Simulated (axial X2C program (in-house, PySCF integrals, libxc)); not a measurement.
## Correcting the dissociation energy of InF for spin–orbit coupling

A spin-free PBE0 curve (one-electron X2C) was computed with an in-house all-electron X2C program for linear molecules (integrals from PySCF), basis In dyall-cv3z [11s12p9d4f1g], F dyall-av3z [7s6p3d2f] (cores contracted in-house), for the state M_S = 0, Λ = 0 (closed shell). It gives D0 = 5.412 eV to In + F, which in a spin-free picture are the weighted means of the ground terms.

Measured levels of the ground terms (NIST Handbook of Basic Atomic Spectroscopic Data), in cm⁻¹: In 2P: J = 1/2 at 0, J = 3/2 at 2212.6; F 2P: J = 3/2 at 0, J = 1/2 at 404.1.

The molecular state has Λ = 0, so it has no first-order lowering.

Task: How far does each ground level lie under the (2J+1)-weighted mean of its term?

Result: In: (2 × 0 + 4 × 2212.6)/6 = 1475 cm⁻¹; F: (4 × 0 + 2 × 404.1)/6 = 135 cm⁻¹.

Task: Correct D0.

Result: D0 = 5.412 + (0 − 1610)/8065.5 = 5.212 eV at PBE0 with these spin–orbit terms.

Second-order spin–orbit effects in the molecule, which grow quickly with Z, are left out. One determinant describes the state; a PBE0 search over occupations chose it and may have missed a lower one. De is counted from the lowest determinant-based energies of the atoms at the same level, without counterpoise correction.
